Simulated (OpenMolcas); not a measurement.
## Ru II: effect of the basis set

| Quantity | Value |
| --- | --- |
| Program | OpenMolcas |
| Method | CASSCF |
| Active space | 7 electrons in 5 orbitals (4d) |
| State averaging | 2S+1 = 4 even, 10 roots; 2S+1 = 2 even, 40 roots |
| Spin-orbit coupling | state interaction with AMFI integrals over the reference wave functions, term energies averaged over their components |

A. ANO-R1 [6s4p3d1f], X2C, finite nucleus; cost roughly 8 core-seconds
B. ANO-RCC-VDZP [6s5p3d1f], DKH2, point nucleus; cost about 9 core-seconds
C. ANO-R2 [7s5p4d2f1g], X2C, finite nucleus; cost roughly 10 core-seconds
D. ANO-RCC-VTZP [7s6p4d2f1g], DKH2, point nucleus; cost of the order of 21 core-seconds
E. ANO-R3 [8s6p5d3f2g1h], X2C, finite nucleus; cost about 18 core-seconds
F. ANO-RCC-VQZP [8s7p5d3f2g1h], DKH2, point nucleus; cost about 9 core-seconds

Energies in cm⁻¹ above 4d⁷ ⁴F_9/2, the measured ground level; measured values from NIST Handbook of Basic Atomic Spectroscopic Data.

```csv
Level,A,B,C,D,E,F,Measured
4d⁷ ⁴F_9/2,0.0,0.0,0.0,0.0,0.0,0.0,0.0
4d⁷ ⁴F_7/2,1534,1544,1529,1524,1537,1542,1523
4d⁷ ⁴F_5/2,2572,2588,2564,2557,2577,2585,2494
4d⁷ ⁴F_3/2,3250,3268,3240,3232,3256,3266,3104
4d⁷ ⁴P_5/2,12945,12878,12978,12978,12985,12989,8257
4d⁷ ⁴P_3/2,13084,13009,13116,13119,13122,13124,8478
4d⁷ ²G_9/2,13337,13253,13372,13380,13377,13381,
4d⁷ ⁴P_1/2,14041,13978,14070,14067,14082,14089,9374
4d⁷ ²G_7/2,14860,14786,14897,14900,14910,14919,
4d⁷ ²P_3/2 [61 %],17478,17376,17512,17518,17521,17527,
4d⁷ ²H_11/2,17670,17564,17707,17714,17716,17721,
4d⁷ ²P_1/2,19063,18968,19099,19101,19116,19127,
4d⁷ ²H_9/2,19139,19045,19177,19179,19194,19206,
4d⁷ ²D_5/2(1),19275,19158,19311,19320,19321,19327,
4d⁷ ²D_3/2(1) [73 %],21816,21720,21853,21851,21878,21893,
4d⁷ ²F_5/2,29652,29467,29690,29698,29702,29708,
4d⁷ ²F_7/2,30361,30182,30399,30404,30415,30424,
4d⁷ ²D_3/2(2),46247,45943,46286,46302,46301,46310,
4d⁷ ²D_5/2(2),46984,46687,47024,47036,47043,47054,
```

Deviations, from unrounded energies. A percentage is the sum of absolute deviations over the sum of measured energies, with the sign that they share, or ± where signs differ.

```csv
Against measurement,Levels,A,B,C,D,E,F
mean absolute deviation (cm-1),6,2400,2300,2400,2400,2400,2400
fine structure of the ground term (%),3,+3.3,+3.9,+3.0,+2.7,+3.5,+3.8
other terms of the ground configuration (%),3,+53.5,+52.7,+53.8,+53.8,+53.9,+54.0
```

A, B, C, D, E, F lie about equally close to measurement. The largest miss of B in the table is 4d⁷ ⁴P_5/2, by +4600 cm-1. The ranking rests on the paired levels alone, and a cruder setting can come out closer through cancelling errors.

Among A to F the level of the table that moves most is 4d⁷ ²D_5/2(2), by 370 cm-1 (lowest in B, highest in F).

Configurations with an s electron lie low at this charge and mix in, so terms can be misplaced. Without dynamic correlation excited terms often stand tens of per cent too high (terms of higher spin than the ground term too low), and those without a measured partner can miss by more than the paired ones. Computed and measured levels are paired by configuration, term and J; levels that our copy of the source lacks, or whose pairing is in doubt (as where it misses far off the trend of its configuration), stay unpaired and out of the deviations. Levels of configurations outside the active space are missing.

A share in square brackets marks a mixed level and gives the weight of the term that names it, the lowest over the columns. A number in round brackets counts repeated terms of one configuration in the order of the reference energies.
